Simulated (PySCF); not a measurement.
Field gradients at the hydrogen positions

C₆H₁₄BP.
SMILES with atom numbers: `[BH3-:1][P@H+:2]1[CH2:3][CH2:4][C:5]([CH3:6])=[C:7]1[CH3:8]` (hydrogens: H9, H10, H11 on B1; H12 on P2; H13, H14 on C3; H15, H16 on C4; H17, H18, H19 on C6; H20, H21, H22 on C8)

Geometry (PBE0-D3(BJ)/def2-SVP, Å), atoms numbered from 1 in this order:
```
atom  x, y, z in Å
B1    -2.872    0.143    0.048
P2    -1.217   -0.759   -0.244
C3    -0.282   -0.453   -1.790
C4     1.198   -0.508   -1.404
C5     1.333   -0.237    0.076
C6     2.692    0.088    0.599
C7     0.206   -0.352    0.810
C8     0.022   -0.180    2.280
H9    -3.214   -0.191    1.175
H10   -2.585    1.329   -0.057
H11   -3.621   -0.273   -0.826
H12   -1.309   -2.179   -0.157
H13   -0.572    0.561   -2.107
H14   -0.566   -1.146   -2.593
H15    1.794    0.210   -1.992
H16    1.629   -1.503   -1.623
H17    3.406   -0.709    0.332
H18    2.712    0.214    1.688
H19    3.072    1.015    0.137
H20   -0.309   -1.121    2.751
H21   -0.762    0.565    2.487
H22    0.946    0.141    2.780
```

Level: PBE0/pcSseg-1 (PySCF, non-relativistic); Q(2H) = 0.00286 b; rigid geometry, the same for H and D, with no vibrational averaging.

Question: Rank these positions by the coupling χzz of a deuteron there, largest first.
A. H21 (methyl hydrogen)
B. H9 (B–H hydrogen)
C. H22 (methyl hydrogen)
D. H12 (P–H hydrogen)

Answer: C (199 kHz), A (191 kHz), B (133 kHz), D (112 kHz).

Q: Give the electric field gradient Vzz (the principal value of largest size), its asymmetry and the 2H coupling at each hydrogen.

A: 
```tsv
atom	bonded to	bond length (Å)	Vzz (au)	η	χzz (kHz)
H9	B1	1.224	0.1978	0.06	133
H10	B1	1.224	0.1974	0.06	133
H11	B1	1.223	0.1987	0.06	134
H12	P2	1.425	0.1670	0.06	112
H13	C3	1.101	0.2853	0.02	192
H14	C3	1.099	0.2945	0.02	198
H15	C4	1.103	0.2837	0.03	191
H16	C4	1.106	0.2796	0.03	188
H17	C6	1.103	0.2871	0.03	193
H18	C6	1.097	0.2965	0.04	199
H19	C6	1.103	0.2873	0.03	193
H20	C8	1.103	0.2870	0.04	193
H21	C8	1.102	0.2849	0.03	191
H22	C8	1.099	0.2955	0.04	199
```

Q: Average by the element that carries the hydrogen.

A: on B: 133 kHz over 3 positions, mean bond length 1.224 Å; on P: 112 kHz over 1 position, mean bond length 1.425 Å; on C: 194 kHz over 10 positions, mean bond length 1.102 Å.

Q: How does χzz go with the bond length over the 10 C–H bonds?

A: A straight-line fit has a slope of -13.0 kHz for each 0.01 Å, with a correlation coefficient of -0.94, over lengths from 1.097 to 1.106 Å. The longer bonds have the smaller couplings here.

One conformer (not necessarily the lowest) at the PBE0-D3(BJ)/def2-SVP geometry, without solvent, vibrations or thermal averaging. The small basis limits the accuracy of the gradients.
